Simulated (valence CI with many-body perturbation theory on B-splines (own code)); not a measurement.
**Ladder of approximations for K13+**

Calculated by valence CI with perturbative core correlation (CI+MBPT): four valence electrons over a frozen Dirac-Fock core [He], radial functions for each j: 11 s, 11 p, 9 d, 7 f, 5 g, 2 h, 1 i, with the one-electron correlation potential Σ1, the two-electron term Σ2, the three-electron term Σ3, Breit, model QED; selected CI, second order for the rest (own B-spline code, finite nucleus).

No measured levels were compared; by estimate levels of excited configurations hold to 0.05 to 0.15 % of their energy, terms of the ground configuration to about 0.5 %.

Each rung adds one term. CI alone is the Dirac-Coulomb CI over the frozen core; QED comes last and gives the full result, which names the levels. Energies are above 2s2 2p2 3P_0 on the same rung, in Ry.

Names give the largest LS component (configuration and term), which can be under half, so a name can repeat, a term be missing and a line seem to break the LS rules; names also repeat where a configuration has a term twice. Letters in brackets count levels of one name in rising energy.

```csv
Level,CI alone,+ Σ1,+ Σ2,+ Σ3,+ Breit,Full
2s2 2p2 3P_1,0.126,0.126,0.126,0.126,0.120,0.121
2s2 2p2 3P_2,0.274,0.275,0.274,0.274,0.257,0.257
2s2 2p2 1D_2,0.890,0.891,0.893,0.891,0.875,0.875
2s2 2p2 1S_0,1.637,1.637,1.646,1.642,1.633,1.633
2s 2p3 5S°_2,2.313,2.303,2.300,2.302,2.292,2.283
2s 2p3 3D°_2,4.214,4.204,4.199,4.197,4.190,4.181
2s 2p3 3D°_1,4.219,4.209,4.203,4.201,4.197,4.188
2s 2p3 3D°_3,4.245,4.235,4.230,4.228,4.210,4.201
2s 2p3 3P°_0,4.927,4.917,4.914,4.911,4.908,4.899
2s 2p3 3P°_1,4.937,4.927,4.924,4.921,4.914,4.905
2s 2p3 3P°_2,4.957,4.948,4.945,4.941,4.931,4.922
2s 2p3 1D°_2,6.224,6.215,6.197,6.190,6.177,6.168
2s 2p3 3S°_1,6.241,6.231,6.203,6.195,6.189,6.179
2s 2p3 1P°_1,6.937,6.927,6.911,6.903,6.894,6.885
2p4 3P_2,9.463,9.442,9.417,9.410,9.408,9.389
2p4 3P_1,9.652,9.632,9.607,9.600,9.594,9.576
2p4 3P_0,9.703,9.683,9.658,9.651,9.645,9.626
2p4 1D_2,10.183,10.163,10.141,10.135,10.125,10.107
2p4 1S_0,11.506,11.487,11.466,11.458,11.458,11.440
2s2 2p 3s 3P°_0,32.742,32.760,32.760,32.756,32.737,32.741
2s2 2p 3s 3P°_1,32.784,32.802,32.802,32.798,32.778,32.781
2s2 2p 3s 3P°_2,33.015,33.033,33.033,33.029,32.997,33.001
2s2 2p 3s 1P°_1,33.172,33.190,33.189,33.184,33.154,33.158
2s2 2p 3p 3D_1 [a],33.813,33.829,33.828,33.824,33.807,33.808
2s2 2p 3p 3D_1 [b],33.986,34.002,34.001,33.997,33.975,33.976
2s2 2p 3p 3D_2,34.000,34.016,34.015,34.011,33.988,33.989
2s2 2p 3p 3D_3,34.192,34.209,34.208,34.204,34.172,34.173
2s2 2p 3p 3P_0,34.185,34.200,34.198,34.194,34.176,34.177
2s2 2p 3p 3S_1,34.221,34.237,34.236,34.232,34.205,34.206
2s2 2p 3p 3P_1,34.332,34.348,34.347,34.342,34.315,34.316
2s2 2p 3p 3P_2,34.380,34.395,34.393,34.389,34.360,34.361
```

Q: How does the ionisation energy move along the ladder, and which term matters most?

A: CI alone 786.92, + Σ1 787.19, + Σ2 787.17, + Σ3 787.11, + Breit 786.81, + QED 786.82 eV. The largest step is Breit, -0.31 eV. NIST lists 786.3 ± 0.3 eV (semi-empirical).
